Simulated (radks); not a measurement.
Ionisation of the bismuth ion Bi+, [Hg] 6p2, to [Hg] 6p1 as the strength of local exchange is varied. Method: non-relativistic Kohn-Sham, Slater X-alpha exchange (alpha = 2/3 is LDA exchange), no correlation, spin-polarised, spherical densities, point nucleus; open shells are filled with parallel spins first (spin-orbit coupling, left out, can overturn this in heavy ions); relativity is left out, which matters for an element this heavy; computed with a radial shooting solver on a logarithmic mesh with Libxc functionals.

alpha  E(Bi+) (hartree)  exchange (hartree)  IE (eV)  -e of the level emptied (eV)  <r> of it (bohr)
0.584       -20037.9007           -307.6772   14.097                   10.513 (6p)             2.945
0.664       -20080.0934           -350.5734   14.903                   11.284 (6p)             2.886
0.679       -20088.0145           -358.6365   15.057                   11.431 (6p)             2.875
0.796       -20149.9084           -421.7452   16.280                   12.610 (6p)             2.795
0.909       -20209.8690           -483.0607   17.503                   13.795 (6p)             2.724
0.935       -20223.6907           -497.2194   17.790                   14.075 (6p)             2.708
0.997       -20256.6884           -531.0586   18.483                   14.751 (6p)             2.672
x           -20081.6774           -352.1855   14.934                   11.313 (6p)             2.884

Which alpha was used in the last row?

Answer. alpha = 0.667. NIST Atomic Spectra Database: 16.703 eV (measured). The Delta-SCF value meets it near alpha = 0.84. Relativity is left out here, which matters for elements this heavy. Open shells are spherical and high-spin; term and fine-structure splittings are not resolved.
